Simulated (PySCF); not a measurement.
**Diatomic cations of Mg with group 13**

CCSD(T) with double-zeta basis sets in PySCF, for the lowest determinant that a PBE0 search found; no spin–orbit coupling. De refers to high-spin ground-configuration atoms (the charge goes to the atom of lower measured ionisation energy or higher electron affinity, which is not always the lowest computed limit).

```tsv
M	basis	reference, frozen orbitals	charged atom	state (unpaired electrons)	Re (Å)	ωe (cm⁻¹)	De (eV)
B	cc-pVDZ	RHF, 2	Mg+	singlet (closed shell)	2.600	342	1.60
Al	x2c-SVPall	RHF, 6	Al+	singlet (closed shell)	3.182	171	0.74
Ga	def2-SVP	RHF, 10	Ga+	singlet (closed shell)	3.151	149	0.80
In	def2-SVP	RHF, 5	In+	singlet (closed shell)	3.344	128	0.64
Tl	def2-SVP	RHF, 5	Tl+	singlet (closed shell)	3.407	114	n/a
```

The shortest bond is that of MgB⁺ (2.600 Å), the longest that of MgTl⁺ (3.407 Å).

The rows differ in basis set, which adds steps of its own.

Down a group the atoms grow and get heavier, so bonds lengthen and wavenumbers fall; the exceptions here are the shorter bond at Ga.

Correlated steps freeze the inner cores (2 to 10 orbitals); shallow outer-core shells are correlated. Correlated levels converge slowly with the basis: in double zeta they bind strong bonds too weakly, by up to about 1 eV, and carry superposition errors of some tenths. Spin–orbit coupling is left out, which matters for elements this heavy, above all for dissociation energies. For an ion De counts to the pair picked by the measured ionisation energies or electron affinities, which need not be the lowest pair at this level. Where the molecule has an RHF reference, its open-shell atoms are computed with UHF.
